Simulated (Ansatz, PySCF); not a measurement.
F₂H₅NSi₂, SMILES N[SiH2][SiH](F)F. Atoms are numbered in the order given.

```xyz
10

Si     1.0098     0.3998     0.0000
F      1.4369    -0.4814     1.2979
F      1.4369    -0.4814    -1.2979
Si    -1.3309     0.5968     0.0000
N     -2.1284    -0.9443     0.0000
H      1.8627     1.6216     0.0000
H     -1.7367     1.3534    -1.2232
H     -1.7367     1.3534     1.2232
H     -2.0495    -1.5216     0.8312
H     -2.0495    -1.5216    -0.8312
```

Geometry: PBE0-D3(BJ)/def2-SVP. The structure was generated by enumeration, and PubChem lists no compound with its InChIKey, so it may never have been made. The values are those of a single conformer.

Two levels are set side by side: PBE-D3(BJ)/def2-SVP (Ansatz, an electronic-structure program) and PBE0-D3(BJ)/def2-SVP (Ansatz). Each level has its own optimised geometry; the coordinates shown are those of the second. Frequencies come from the Hessian of PySCF at each geometry. Differences are taken from unrounded values.

```csv
quantity,PBE0-D3(BJ)
mean bond length (Å),1.538
bond Si1–F2 (Å),1.626
bond Si1–F3 (Å),1.626
bond Si1–Si4 (Å),2.349
bond Si4–N5 (Å),1.735
bond Si1–H6 (Å),1.490
bond Si4–H7 (Å),1.494
bond Si4–H8 (Å),1.494
bond N5–H9 (Å),1.015
bond N5–H10 (Å),1.015
highest harmonic wavenumber (cm⁻¹),3696
mean harmonic wavenumber (cm⁻¹),1065
zero-point energy (kcal/mol),36.55
```

Question: What does PBE-D3(BJ) give, and how far is it from PBE0-D3(BJ)? (An estimate is asked for; the answer gives what the named calculation found.)

Answer: 
```tsv
quantity	PBE-D3(BJ)	PBE-D3(BJ) minus PBE0-D3(BJ)
mean bond length (Å)	1.551	0.013
bond Si1–F2 (Å)	1.642	0.016
bond Si1–F3 (Å)	1.642	0.016
bond Si1–Si4 (Å)	2.359	0.010
bond Si4–N5 (Å)	1.753	0.018
bond Si1–H6 (Å)	1.504	0.014
bond Si4–H7 (Å)	1.505	0.010
bond Si4–H8 (Å)	1.505	0.010
bond N5–H9 (Å)	1.025	0.010
bond N5–H10 (Å)	1.025	0.010
highest harmonic wavenumber (cm⁻¹)	3557	-139
mean harmonic wavenumber (cm⁻¹)	1030	-35
zero-point energy (kcal/mol)	35.35	-1.20
```

GGA bonds tend to be longer and softer than those of functionals with exact exchange. Differences between two approximate levels are no errors against the true value.
